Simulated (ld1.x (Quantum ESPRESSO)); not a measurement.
## Logarithmic derivatives: nickel, PAW

```
Element                 : nickel
Generator               : ld1.x (Quantum ESPRESSO) 7.5
Type                    : PAW
Functional              : PBE
Relativity              : scalar-relativistic
Frozen core             : [Ne] 3s2
Valence charge          : 16
Reference configuration : 3p6 3d8 4s1 4p0 (charge +1)
Partial waves           : 4s (bound): rcut 1.70, rcutus 2.15 bohr; 4s channel at -0.6 Ry: rcut 1.70, rcutus 2.15 bohr; 3p (bound): rcut 1.05, rcutus 1.45 bohr; 4p (bound, empty): rcut 1.05, rcutus 1.45 bohr; 3d (bound): rcut 0.95, rcutus 1.30 bohr; 3d channel at -0.15 Ry: rcut 0.95, rcutus 1.30 bohr; 4f channel at 0.35 Ry: rcut 1.55, rcutus 1.90 bohr; 4f channel at 2.85 Ry: rcut 1.55, rcutus 1.90 bohr
Local potential         : all-electron potential smoothed inside 1.75 bohr (lloc = -2)
Core correction         : Bessel-smoothed model core, default radius (core density twice the valence density)
Augmentation charge     : BESSEL, radius 0.75 bohr
```

The phase is arctan(r·u′/u) with u = r·R(r), unwrapped; energies in Ry, scanned from -8 to 5 Ry. A pole is an energy at which the radial function vanishes at the test radius. The pseudo phase is shifted by a multiple of π to meet the all-electron one at the reference energy, and phase errors are pseudo minus all-electron; the curves can meet again beyond the range given. Levels narrower than the energy grid can be missing from the lists of poles.

```
channel  radius (bohr)  reference energy (Ry)  poles, all-electron  poles, pseudo  unbroken range about the reference energy with phases within 0.05 rad  phase error 1 Ry above the reference energy (rad)
      s           2.34                  -0.97                 1.38           1.37                                                              below 3.8                                             -0.000
      p           2.34                  -0.56          -5.89, 2.56    -5.89, 2.57                                                        the whole range                                             +0.000
      d           2.34                  -1.32          -1.17, 4.58    -1.17, 4.63                                                        the whole range                                             +0.000
      f           2.34                   0.35                 none           none                                                        the whole range                                             +0.000
```

Phases in the d channel:

```json
{"E (Ry)": "-8.00", "all-electron": "1.416", "pseudo": "1.416"}
{"E (Ry)": "-7.52", "all-electron": "1.411", "pseudo": "1.411"}
{"E (Ry)": "-7.04", "all-electron": "1.405", "pseudo": "1.405"}
{"E (Ry)": "-6.56", "all-electron": "1.399", "pseudo": "1.399"}
{"E (Ry)": "-6.08", "all-electron": "1.392", "pseudo": "1.392"}
{"E (Ry)": "-5.60", "all-electron": "1.384", "pseudo": "1.384"}
{"E (Ry)": "-5.12", "all-electron": "1.375", "pseudo": "1.375"}
{"E (Ry)": "-4.64", "all-electron": "1.364", "pseudo": "1.364"}
{"E (Ry)": "-4.16", "all-electron": "1.350", "pseudo": "1.350"}
{"E (Ry)": "-3.68", "all-electron": "1.334", "pseudo": "1.334"}
{"E (Ry)": "-3.20", "all-electron": "1.313", "pseudo": "1.313"}
{"E (Ry)": "-2.72", "all-electron": "1.283", "pseudo": "1.283"}
{"E (Ry)": "-2.24", "all-electron": "1.232", "pseudo": "1.232"}
{"E (Ry)": "-1.76", "all-electron": "1.094", "pseudo": "1.094"}
{"E (Ry)": "-1.28", "all-electron": "-1.327", "pseudo": "-1.327"}
{"E (Ry)": "-0.80", "all-electron": "-1.798", "pseudo": "-1.798"}
{"E (Ry)": "-0.32", "all-electron": "-1.916", "pseudo": "-1.916"}
{"E (Ry)": "0.16", "all-electron": "-2.042", "pseudo": "-2.042"}
{"E (Ry)": "0.64", "all-electron": "-2.254", "pseudo": "-2.254"}
{"E (Ry)": "1.12", "all-electron": "-2.717", "pseudo": "-2.717"}
{"E (Ry)": "1.60", "all-electron": "-3.562", "pseudo": "-3.560"}
{"E (Ry)": "2.08", "all-electron": "-4.144", "pseudo": "-4.141"}
{"E (Ry)": "2.56", "all-electron": "-4.397", "pseudo": "-4.395"}
{"E (Ry)": "3.04", "all-electron": "-4.526", "pseudo": "-4.524"}
{"E (Ry)": "3.52", "all-electron": "-4.605", "pseudo": "-4.603"}
{"E (Ry)": "4.00", "all-electron": "-4.661", "pseudo": "-4.658"}
{"E (Ry)": "4.48", "all-electron": "-4.704", "pseudo": "-4.701"}
{"E (Ry)": "4.96", "all-electron": "-4.741", "pseudo": "-4.737"}
```
